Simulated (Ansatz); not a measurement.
Isolated molecules relaxed with PBE0-D4/def2-TZVP in Ansatz; ΔE leaves out vibrations. CCSD(T)/CBS is the MP2 limit (def2-TZVPP, def2-QZVPP) plus CCSD(T) − MP2 in def2-TZVPP, frozen cores. This one scheme is used for every species. Functionals use def2-TZVPP. B3LYP here is the variant with VWN-RPA as its local correlation; programs differ in this. Elements past krypton have def2 core potentials. For Sn outer-core shells are correlated without core-valence functions, which leaves a few kJ/mol of doubt a bond. One conformer a species, not always the lowest.

Consider the ligand exchange at the Sn–C bond: `[CH3][Sn][NH2]` + CH₃OH → `C[O][Sn][NH2]` + CH₄.

```csv
level,ΔE (eV)
B3LYP-D4,-1.10
r2SCAN0,-1.01
```

(1) What does CCSD(T)/CBS give? (An estimate is asked.)

Largest T1 diagnostic among the species: 0.017.

Answers

(1) Computed: -1.03 eV. The listed levels differ from it by -0.07, 0.02 eV.

The D4 term adds −0.04 eV with B3LYP and −0.02 eV with PBE0; it sums over pairs of atoms, weighted by their polarisabilities, and B3LYP, whose exchange is more repulsive, gets the larger term. From BLYP to BHLYP (50 % exact exchange), in def2-TZVPP and without D4, ΔE moves by +0.07 eV.
